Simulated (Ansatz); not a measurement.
Ansatz results at the PBE0-D4/def2-TZVP geometry: HOMO energy (ωB97M-V/def2-TZVPP) -8.08 eV; HOMO–LUMO gap (B3LYP/def2-TZVPP) 4.18 eV; size of the dipole moment (B3LYP/def2-TZVPP) 3.23 D.

(1) Which molecule gave them?
A. `[F][Ge]1([SiH3])[BH][CH2]1`
B. `F/[C]([AlH2])=C\[SiH3]`
C. `F[CH]1[CH2][Al]1[SiH3]`
D. `[CH3][Al]1[CH2][SiH]1F`

Answers

(1) D. The others give `[F][Ge]1([SiH3])[BH][CH2]1`: -9.07, 4.87, 2.29; `F/[C]([AlH2])=C\[SiH3]`: -10.05, 5.30, 1.34; `F[CH]1[CH2][Al]1[SiH3]`: -8.24, 3.75, 2.76.

B3LYP here is the variant with VWN-RPA as its local correlation; programs differ in this.
